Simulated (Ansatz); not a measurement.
An input meant for PbCl2⁺ (charge 1, doublet; atoms displaced at random, 0.03 Å in each coordinate).

```yaml
crystal:
  periodic: [false, false, false]
  atoms:
    - {symbol: Pb, position_ang: [0.084923, -0.254772, 1.409407]}
    - {symbol: Cl, position_ang: [-0.749094, 1.238389, -0.416197]}
    - {symbol: Xx, position_ang: [0.664310, -0.932639, -0.957524]}
basis:
  gaussian: {orbitals: def2-mTZVP, fitting: {mean_field: def2-universal-jkfit}}
total_charge: 1
magnetization: {spin_polarized: true, initial_magnetization: 1}
hamiltonian: {xc: {name: RPBE}, dispersion: d3bj, pseudopotentials: {relativity: scalar}}
scf: {omitted_lower_state_checks: [starts]}
```

```sh
$ ansatz run in.yaml --threads 4 --pin off --events-out ev --progress --plain --max-ram 3916MiB
```

Output, abridged:

```
Error: YAML parse error: error: line 6 column 16: `Xx` is not an element symbol (H … Og, case-exact)
 --> <input>:6:16
4 |     - {symbol: Pb, position_ang: [0.084923, -0.254772, 1.409407]}
5 |     - {symbol: Cl, position_ang: [-0.749094, 1.238389, -0.416197]}
6 |     - {symbol: Xx, position_ang: [0.664310, -0.932639, -0.957524]}
7 | basis:
8 |   gaussian: {orbitals: def2-mTZVP, fitting: {mean_field: def2-universal-jkfit}}
```

In this input an element symbol is wrong. The program refused the input.
